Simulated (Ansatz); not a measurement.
Stepwise reaction of `C[O][Al]([Cl])[O]C` with hydrogen, as a gas-phase model of exchange steps in deposition or etching. ΔE in kJ/mol.

Calculated with Ansatz (gas phase, PBE0-D4/def2-TZVP geometries, no zero-point term in ΔE). CCSD(T)/CBS is the MP2 limit (def2-TZVPP, def2-QZVPP) plus CCSD(T) − MP2 in def2-TZVPP, frozen cores. This one scheme is used for every species. Functionals use def2-TZVPP. B3LYP here is the variant with VWN-RPA as its local correlation; programs differ in this. Each species was taken in one conformer, which may not be the lowest.

```json
{"step": "1", "reaction": "`C[O][Al]([Cl])[O]C` + H₂ → `C[O][AlH][Cl]` + CH₃OH", "PBE-D4": "99.0", "B3LYP-D4": "108.4", "ωB97M-V": "104.1", "CCSD(T)/CBS": "107.2"}
{"step": "2", "reaction": "`C[O][AlH][Cl]` + H₂ → `[AlH2][Cl]` + CH₃OH", "PBE-D4": "119.4", "B3LYP-D4": "126.4", "ωB97M-V": "122.6", "CCSD(T)/CBS": "123.7"}
```

**Question.** By hand: ΔE of the 2 steps together at CCSD(T)/CBS.

**Answer.** (107.2) + (123.7) = 230.9 kJ/mol, or 115.5 kJ/mol a step.

In ΔE each step is higher than the one before. All are uphill at CCSD(T)/CBS. PBE-D4 differs from CCSD(T)/CBS by -8.2 to -4.3 kJ/mol a step. Isolated molecules leave out the surface, adducts and barriers. Largest T1 diagnostic: 0.011.
